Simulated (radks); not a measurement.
Task: All-electron atom: Pb31+ in [Kr] 4d10 4f5. Method: Dirac Kohn-Sham, exchange-only PBE, spin-unpolarised, spherical densities, finite nucleus; open shells fill j = l - 1/2 first; Fermi nuclear charge, rms radius 5.5012 fm; computed with a radial shooting solver on a logarithmic mesh with Libxc functionals. Some entries of the table are withheld. Estimate them.

orbital,occ.,eigenvalue (eV),<r^2> (bohr^2),<1/r> (bohr^-1)
1s1/2,2,(1),0.0003576,101.2
2s1/2,2,(2),0.005367,25.04
2p1/2,2,-16191.31,(3),(4)
2p3/2,4,-14002.11,(5),(6)
3s1/2,2,(7),0.03457,9.212
3p1/2,2,-4581.855,0.03139,9.125
3p3/2,4,-4090.169,0.03758,7.811
3d3/2,4,-3631.581,0.02864,7.702
3d5/2,6,-3526.932,0.03031,7.410
4s1/2,2,-1862.785,0.1536,4.097
4p1/2,2,-1741.051,0.1534,4.006
4p3/2,4,-1605.501,0.1774,3.565
4d3/2,4,-1407.243,0.1746,3.415
4d5/2,6,-1380.107,0.1817,3.318
4f5/2,5,(8),0.1631,3.098
4f7/2,0,(9),0.1660,3.064

Result: 
(1) 1s1/2 eigenvalue (eV): -89014.48
(2) 2s1/2 eigenvalue (eV): -16808.04
(3) 2p1/2 <r^2> (bohr^2): 0.003775
(4) 2p1/2 <1/r> (bohr^-1): 25.01
(5) 2p3/2 <r^2> (bohr^2): 0.004957
(6) 2p3/2 <1/r> (bohr^-1): 19.96
(7) 3s1/2 eigenvalue (eV): -4860.304
(8) 4f5/2 eigenvalue (eV): -1130.645
(9) 4f7/2 eigenvalue (eV): -1123.410
